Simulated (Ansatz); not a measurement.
Input for Ansatz (a quantum-chemistry and plane-wave program): R-PBE0/def2-TZVPP on GaH3O2 (SMILES [OH][GaH][OH]), a point of a torsion scan.

Ansatz 0.2 input:
```yaml
crystal:
  periodic: [false, false, false]
  atoms:
    - {symbol: O, position_ang: [-1.53744750, -0.27172763, 0.33166995]}
    - {symbol: Ga, position_ang: [0.15920405, -0.07578857, 0.51883803]}
    - {symbol: O, position_ang: [0.54784451, 0.41324366, 2.11936283]}
    - {symbol: H, position_ang: [-2.08630900, -0.52778742, -0.40465524]}
    - {symbol: H, position_ang: [1.17840706, -0.30398126, -0.58247826]}
    - {symbol: H, position_ang: [1.37046779, 0.60893349, 2.55977358]}
basis:
  gaussian:
    orbitals: def2-TZVPP
hamiltonian:
  xc: {name: PBE0}
scf: {lower_state_search: off}
```

The head of its log:

```
WARN ansatz: RAYON_NUM_THREADS=1 ignored (pool sized by the plan → 1); use --threads N
Functional definition: PBE0
these checks for a lower state are left out or cut short: stability, starts, cluster_reference, orbital_swaps, neighbouring_geometries, increment
integrals: 0.06 GiB planned
892 factors; their error is unknown
mean field: 0.57 GiB planned
mean field evaluation 1: about -56502.0371 eV, gradient 8.3e1 eV
mean field evaluation 2: about -56467.0336 eV, gradient 1.6e2 eV
```

Q: What total energy does the run end on?

A: -2076.8061 hartree.
